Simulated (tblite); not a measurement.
Species: C₅H₁₀N₂.
Z-matrix (Å and degrees, GFN2-xTB geometry), rows numbered from 1:
```
C 
C   1  1.4988
N   2  1.2714  1  115.83
N   3  1.3599  2  123.52  1   177.45
C   2  1.4876  1  118.88  3  -179.64
C   5  1.5103  2  120.71  1    60.74
C   6  1.4926  5   60.06  2  -111.84
H   1  1.0890  2  110.48  3  -116.50
H   1  1.0889  2  110.86  3   123.23
H   1  1.0856  2  108.96  3     3.06
H   4  1.0105  3  109.80  2   159.43
H   4  1.0164  3  117.81  2    28.06
H   5  1.0852  2  113.40  1  -155.56
H   6  1.0800  5  118.26  7  -108.89
H   6  1.0797  5  117.75  7   108.23
H   7  1.0801  5  117.39  6   108.65
H   7  1.0780  5  118.96  6  -108.08
```

Method: GFN2-xTB as coded in tblite; computed harmonic values from a numerical Hessian at the method's own geometry, unscaled. The method is semi-empirical: single wavenumbers can be off by several per cent or more. One conformer, not necessarily the lowest.

Harmonic wavenumbers (cm⁻¹): 35.3, 190.5, 213.9, 225.0, 281.9, 301.6, 394.5, 425.7, 562.6, 575.4, 694.0, 743.5, 807.0, 865.5, 952.7, 972.9, 1009.3, 1021.6, 1050.0, 1066.1, 1076.6, 1106.3, 1157.2, 1166.9, 1189.0, 1261.5, 1280.5, 1371.5, 1389.2, 1439.0, 1471.2, 1482.1, 1489.7, 1502.6, 1706.8, 3003.2, 3014.3, 3026.8, 3066.7, 3081.5, 3084.8, 3095.4, 3116.0, 3313.2, 3435.6.

A = 4243, B = 1987, C = 1516 MHz; mass 98.084 u (most abundant isotopes); point group C1, symmetry number 1.

Question: Zero-point energy?

Answer: ½Σν̃ = 31858 cm⁻¹ = 91.09 kcal/mol.

Question: Give the ideal-gas entropy at 500 K and 1 bar in the rigid-rotor, harmonic-oscillator model (classical rotation).

Answer: Translation 42.26, rotation 29.16, vibration 35.50: S = 106.9 cal/(mol K).

Question: And Cp and H(500 K) − H(0)?

Answer: Cp = 47.90 cal/(mol K), of which vibrations give 39.95 (their classical limit is 45 R = 89.4); H(500 K) − H(0) = 13.59 kcal/mol without the zero-point energy, 9.62 from vibrations.

Question: Blend soft modes into free rotors: weight 1/[1 + (100 cm⁻¹/ν̃)⁴] for the oscillator and the rest for a rotor with moment μB/(μ + B), μ = h/(8π²ν), B = 10⁻⁴⁴ kg m². What vibrational entropy results?

Answer: 33.34 cal/(mol K) in place of 35.50, which changes −T·S at 500 K by +1.08 kcal/mol.

Question: How do the functions run with temperature in this model?

Answer: 
| T (K) | S (cal/(mol K)) | Cp (cal/(mol K)) | H − H(0) (kcal/mol) | G − H(0) (kcal/mol) | ln q(vib) |
| --- | --- | --- | --- | --- | --- |
| 100 | 63.6 | 14.4 | 1.07 | -5.29 | 1.11 |
| 200 | 76.1 | 22.5 | 2.92 | -12.30 | 2.68 |
| 300 | 86.9 | 31.3 | 5.60 | -20.46 | 4.42 |
| 800 | 133.3 | 64.1 | 30.62 | -76.01 | 14.00 |
| 1000 | 148.4 | 71.2 | 44.19 | -104.21 | 17.73 |

q(vib) and H(0) count from the zero-point level.

Question: Which modes carry the vibrational entropy at 500 K?

Answer: 35.3 cm⁻¹: 6.53; 190.5 cm⁻¹: 3.21; 213.9 cm⁻¹: 2.98; 225.0 cm⁻¹: 2.89; 281.9 cm⁻¹: 2.46; 301.6 cm⁻¹: 2.33 cal/(mol K); the other 39 give 15.10 together.

Question: What must be added to the electronic energy to get the Gibbs energy at 500 K and 1 bar?

Answer: ZPE + [H(500 K) − H(0)] − T·S = 91.09 + 13.59 − 53.46 = 51.22 kcal/mol.

Hindered rotation and anharmonicity are outside this model. Other conformers, if any are populated, would add a mixing term that is left out. The structure is chiral; the term R ln 2 for an equal mix with its mirror image is left out.

Hardware: one thread, Arm Neoverse V1 (aarch64), no GPU, shared host with 64 logical CPUs at a one-minute load of 9.8. Cost: 0.44 s. The figure is for the frequency step alone.
